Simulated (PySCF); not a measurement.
## How methods differ on the ionisation energy of Hg⁵²⁺

Hg⁵²⁺ [Ar] 3d10 → Hg⁵³⁺ [Ar] 3d9 [3d3/2^4 3d5/2^5, M_J = 5/2], as a difference of total energies. Computed with PySCF 2.14 in an uncontracted even-tempered set (15 s from 14 bohr⁻², ratio 2.8; 13 p from 18 bohr⁻², ratio 2.8; 8 d from 18 bohr⁻², ratio 2.8; 3 f from 69 bohr⁻², ratio 3), with the two-component X2C-1e Hamiltonian. Correlated levels: [Ne] frozen; the 72 highest virtual spinors dropped. "Screened" scales the spin-orbit matrix elements by Boettger's factors to mimic the two-electron term; Breit and QED terms are absent.

```
                    method  ionisation energy (eV)
           GHF (spin-free)                  5097.4
          GMP2 (spin-free)                  5098.8
 GHF (screened spin-orbit)                  5057.3
GMP2 (screened spin-orbit)                  5058.6
```

Breit and QED terms and the two-electron picture change are absent.

The spin-free rows lack the spin-orbit shift.

For comparison: 5055 ± 4 eV (theoretical estimate listed by NIST; NIST Atomic Spectra Database, ionization energies).
